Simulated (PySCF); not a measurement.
Constitutional and geometric isomers with formula C4H8Si. Isolated molecules, 0 K electronic values unless said otherwise. One relaxed conformer stands for each flexible species; it need not be the lowest. Strings in code marks are SMILES.

Level of theory: B3LYP-D3(BJ)/def2-TZVP (PySCF). All candidates: neutral, multiplicity 1. B3LYP has the VWN-RPA correlation part, as in Gaussian. Delta-SCF ions had no search for a lower state. Excitations are Tamm–Dancoff values on a coarser integration grid. The basis has no diffuse functions, so Rydberg states are missing or too high.

```
Property                                  Value
--------------------------------------  -------
T1 excitation (TDA)                     5.41 eV
HOMO–LUMO gap                           7.73 eV
vertical ionisation energy (Delta-SCF)  9.48 eV
```

Task: Which member has these values?
A) `C=C=[Si](C)C`
B) `C=CC[SiH]=C` (C–C–C–Si torsion -104°, C–C–Si–C torsion -114°)
C) `C#CC[SiH2]C`
D) `C=CC(C)=[SiH2]` (C–C–C–Si torsion 180°)

Result: C, `C#CC[SiH2]C`. The others give `C=CC(C)=[SiH2]` (C–C–C–Si torsion 180°): 1.94 eV, 3.80 eV, 7.56 eV; `C=C=[Si](C)C`: 3.00 eV, 4.94 eV, 7.45 eV; `C=CC[SiH]=C` (C–C–C–Si torsion -104°, C–C–Si–C torsion -114°): 2.84 eV, 4.96 eV, 8.22 eV
